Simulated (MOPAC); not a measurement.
Job for MOPAC: AM1 on GaH, a point of a bond scan (R = 2.027 Å).

```
AM1 1SCF PRECISE CHARGE=0 THREADS=1
GaH

Ga    -0.00000000 1    -0.00000000 1    -0.05278299 1
H      0.00000000 1     0.00000000 1     1.97408392 1
```

It printed:

```
*******************************************************************************
 **                                                                           **
 **                              MOPAC v23.2.5                                **
 **                                                                           **
 *******************************************************************************
 ** MOPAC's Digital Object Identifier: https://doi.org/10.5281/zenodo.6511958 **
 **                                                                           **
 ** Please cite the open-source release paper for use of this MOPAC version:  **
 ** J. E. Moussa and J. J. P. Stewart (2026)                                  **
 ** MOPAC: An open-source semiempirical molecular orbital program             **
 ** J. Open Source Softw., 11(119), 8025, https://doi.org/10.21105/joss.08025 **
 *******************************************************************************

                              AM1 CALCULATION RESULTS

 *******************************************************************************
 *  AM1        - The AM1 Hamiltonian to be used
 *
 *
 *
 *                 CHARGE ON SYSTEM = 0
 *
 *
 *
 *  PRECISE    - TIGHTER CRITERIA TO BE USED
 *  1SCF       - DO 1 SCF AND THEN STOP
 *  THREADS=1  - MULTI-THREADING NOT USED
 *  T=         - A TIME OF 172800.0 SECONDS REQUESTED
 *  DUMP=N     - RESTART FILE WRITTEN EVERY 7200.0 SECONDS REQUESTED
 *******************************************************************************
AM1 1SCF PRECISE CHARGE=0 THREADS=1
 GaH

   ATOM   CHEMICAL          X               Y               Z
  NUMBER   SYMBOL      (ANGSTROMS)     (ANGSTROMS)     (ANGSTROMS)

     1      Ga         -0.00000000  *  -0.00000000  *  -0.05278299  *
     2       H          0.00000000  *   0.00000000  *   1.97408392  *



          CARTESIAN COORDINATES

    NO.       ATOM           X           Y           Z

     1        Ga         -0.0000     -0.0000     -0.0528
     2         H          0.0000      0.0000      1.9741

  H: (AM1): M.J.S. DEWAR ET AL, J. AM. CHEM. SOC. 107 3902-3909 (1985)
 Ga: (AM1): J. J. P. STEWART, J. MOL. MOD., 10, 155-164 (2004)

           Empirical Formula: H Ga  =     2 atoms



      MOLECULAR POINT GROUP   :   C*v


      RHF CALCULATION, NO. OF DOUBLY OCCUPIED LEVELS = 2


 -------------------------------------------------------------------------------
 AM1 1SCF PRECISE CHARGE=0 THREADS=1
 GaH



     1SCF WAS SPECIFIED, SO BFGS WAS NOT USED
     SCF FIELD WAS ACHIEVED


                              AM1 CALCULATION
                                                       MOPAC v23.2.5 Linux




          FINAL HEAT OF FORMATION =         16.64335 KCAL/MOL =      69.63579 KJ/MOL


          COSMO AREA              =         66.20 SQUARE ANGSTROMS
          COSMO VOLUME            =         48.72 CUBIC ANGSTROMS

          IONIZATION POTENTIAL    =         11.668351 EV
          HOMO LUMO ENERGIES (EV) =        -11.668 -0.906
          NO. OF FILLED LEVELS    =          2
          MOLECULAR WEIGHT        =         70.7429         POINT GROUP:  C*v

          MOLECULAR DIMENSIONS (Angstroms)

            Atom       Atom       Distance
            H     2   Ga     1     2.02687
            H     2   Ga     1     0.00000
           Ga     1    H     2     0.00000


          SCF CALCULATIONS        =          1





   ATOM   CHEMICAL          X               Y               Z
  NUMBER   SYMBOL      (ANGSTROMS)     (ANGSTROMS)     (ANGSTROMS)

     1      Ga         -0.00000000  *  -0.00000000  *  -0.05278299  *
     2       H          0.00000000  *   0.00000000  *   1.97408392  *

                             CARTESIAN COORDINATES

   1   Ga       -0.000000000    -0.000000000    -0.052782990
   2    H        0.000000000     0.000000000     1.974083920


           Empirical Formula: H Ga  =     2 atoms



      MOLECULAR POINT GROUP   :   C*v


                  EIGENVALUES
 -11.72984 -11.66835  -0.90629  -0.80277   2.86015


              NET ATOMIC CHARGES AND DIPOLE CONTRIBUTIONS

  ATOM NO.   TYPE          CHARGE      No. of ELECS.   s-Pop       p-Pop
    1         Ga          -0.135295        3.1353     0.00593     3.12937
    2          H           0.135295        0.8647     0.86470
 DIPOLE           X         Y         Z       TOTAL
 POINT-CHG.     0.000     0.000     1.317     1.317
 HYBRID         0.000     0.000    -0.114     0.114
 SUM            0.000     0.000     1.203     1.203


          ATOMIC ORBITAL ELECTRON POPULATIONS

     Atom    s        px        py        pz
    1 Ga   0.00593   2.00000   0.00000   1.12937
    2  H   0.86470

 **********************
 *                    *
 * JOB ENDED NORMALLY *
 *                    *
 **********************




 == MOPAC DONE ==
```

The run finished.

Cost: very roughly 0.03 core-seconds.
